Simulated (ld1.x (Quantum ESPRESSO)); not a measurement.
niobium (Nb), TM: configuration errors across variants

ld1.x (Quantum ESPRESSO) 7.5 input, shortened:

```
&input
   title='Nb', zed=41., rel=1, dft='REVPBE', iswitch=3,
   config='[Kr] 4d5 5s0 5p0'
 /
 &inputp
   pseudotype=2, tm=.true., lloc=1,
   nlcc=.true., new_core_ps=.true., rcore=1.15
 /
3
4S  1  0   2.00   0.00  1.75  1.75  0.0
4D  3  2   5.00   0.00  2.05  2.05  0.0
4P  2  1   6.00   0.00  1.70  1.70  0.0
 &test
   configts(1)='4s2 4p6 4d5 5s0 5p0'
 /
```

All-electron excitation energies from the reference (eV): (1) 4s2 4p6 4d4 5s1 5p0 -1.240; (2) 4s2 4p6 4d4 5s0 5p0 5.285; (3) 4s2 4p6 4d3 5s0 5p0 19.238; (4) 4s2 4p6 4d1 5s0 5p0 80.728; (5) 4s2 4p6 4d3 5s1 5p1 1.555; (6) 4s2 4p5 4d4 5s1 5p0 38.465; (7) 4s1 4p6 4d4 5s1 5p0 62.716.

1 further variants failed, have other tests or too few solved ones, and are left out.

Errors AE − PS in meV (a dash: test not solved or not reliable):

| change | (1) | (2) | (3) | (4) | (5) | (6) | (7) | bound ghosts |
| --- | --- | --- | --- | --- | --- | --- | --- | --- |
| base | +283 | +1.3 | +7.3 | +66 | +415 | +518 | +469 | none |
| all radii but the core radius scaled by about 1.25 (s 2.18, p 2.12, d 2.56 bohr) | +839 | +1.7 | +15 | +234 | +1184 | +1468 | +1366 | none |
| core correction Bessel-smoothed model core inside 1.10 bohr | +282 | +1.3 | +7.3 | +67 | +415 | +519 | +468 | none |
| wave 4d (bound): rc 2.05 bohr becomes 4d (bound): rc 2.16 bohr | +283 | +1.2 | +6.9 | +75 | +415 | +514 | +462 | none |
| wave 4s (bound): rc 1.75 bohr becomes 4s (bound): rc 2.46 bohr | +1084 | +1.3 | +7.5 | +80 | +1441 | +1927 | +1800 | none |
| local potential the s channel | +656 | +7.4 | +51 | +260 | +1021 | +1256 | +1298 | none |
| wave 4p (bound): rc 1.70 bohr becomes 4p (bound): rc 1.54 bohr | +261 | +0.9 | +4.7 | +50 | +370 | +484 | +421 | none |

Task: Give the same row for: wave 4p (bound): rc 1.70 bohr becomes 4p (bound): rc 1.78 bohr.

Result: +296, +1.6, +9.3, +78, +444, +538, +497; bound ghosts: none.
